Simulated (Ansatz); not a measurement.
Ideal-gas functions of BH₅OSn (`[BH2][SnH2][OH]`) at 800 K and 1 bar, from an Ansatz frequency run at PBE0-D4/def2-TZVP.

Molar mass 150.56 g/mol, point group C1 (symmetry number 1), electronic degeneracy 1, moments of inertia 46.049, 98.212, 135.556 u Å². Harmonic wavenumbers (cm⁻¹, unscaled): 103, 123, 152, 294, 492, 532, 554, 605, 667, 704, 856, 873, 1150, 1899, 1952, 2595, 2694, 3901.

Use S(trans) = R[1.5 ln M + 2.5 ln T − 1.1517]; rotational temperatures θ = 24.2544 K / I; S(rot) = R[ln(√π/σ · √(T³/θAθBθC)) + 1.5]; for each mode x = 1.438777 ν̃/T, S = R[x/(eˣ − 1) − ln(1 − e⁻ˣ)] and H = RT x/(eˣ − 1); 1 cm⁻¹ = 0.0119627 kJ/mol; R = 8.31446 J/(mol·K).

**Question.** By hand: the entropy, in J/(mol·K).

**Answer.** Translation 191.9. Rotation: θ = 0.5267, 0.247, 0.1789 K, giving 116.2. Vibration, mode by mode: 22.35, 20.87, 19.12, 13.71, 9.60, 8.99, 8.68, 8.01, 7.28, 6.89, 5.50, 5.37, 3.61, 1.24, 1.15, 0.45, 0.39, 0.06, in all 143.3. Electronic 0.0. Sum 451.4 J/(mol·K).

**Question.** By hand: H − E and G − E in kJ/mol, counted from the electronic energy.

**Answer.** Zero-point energy ½ × 20146 × 0.0119627 = 120.5; thermal vibration 54.9; translation, rotation and pV give 4 RT = 26.6. H − E = 202.0 kJ/mol, and G − E = 202.0 − 800 × 451.4/1000 = -159.1 kJ/mol.

Vibration gives 32 % of the entropy, 43.2 J/(mol·K) of it from the modes under 150 cm⁻¹: soft modes count most, and the harmonic formula is weakest for them. The sum counts one conformer and one mirror image; others add a mixing term.
